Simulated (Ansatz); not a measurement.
`C[CH2][Sn][Br]`, charge 0, multiplicity 1.

(1) Give a relaxed structure at PBE0-D4/def2-TZVP (Ansatz 0.2.0). (Best estimate.)

## Answers

(1) Ansatz gave: 
Z-matrix (Å, degrees):
```
C
C 1 1.524
H 1 1.092 2 111.2
H 1 1.094 2 111.6 3 120.1
H 1 1.094 2 112.0 3 -120.2
Sn 2 2.193 1 114.2 3 59.3
H 2 1.095 1 111.2 3 -179.0
H 2 1.096 1 110.5 3 -60.3
Br 6 2.538 2 94.6 1 -59.9
```
This is one stationary point; other conformers may exist.
